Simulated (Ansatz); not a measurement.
| atom | x (Å) | y (Å) | z (Å) |
| --- | --- | --- | --- |
| Mg | 0.0000 | 0.0000 | -0.6991 |
| O | 0.0000 | 0.0000 | 1.0486 |

Basis set: def2-TZVP (spherical functions). Correlated methods keep 2 orbitals frozen. Charge 0, multiplicity 1.

Computed with Ansatz (development build ahead of 0.2.0); each method stands on the lowest determinant of its kind that the runs found. Restricted open shells among the atoms or ions are ROHF, correlated in semicanonical orbitals with singles.

Problem. Give the atomization energy at this shape (free ground-state atoms in the same class of orbitals less the molecule, no zero-point energy) of singlet MgO by RHF-MP2, RHF.

Solution.

```
 method  atomization energy
RHF-MP2        294.3 kJ/mol
    RHF       -108.5 kJ/mol
```

Caution: in another basis set an unrestricted determinant lies well below. Caution for RHF: the molecule lies well above its atoms at this level.
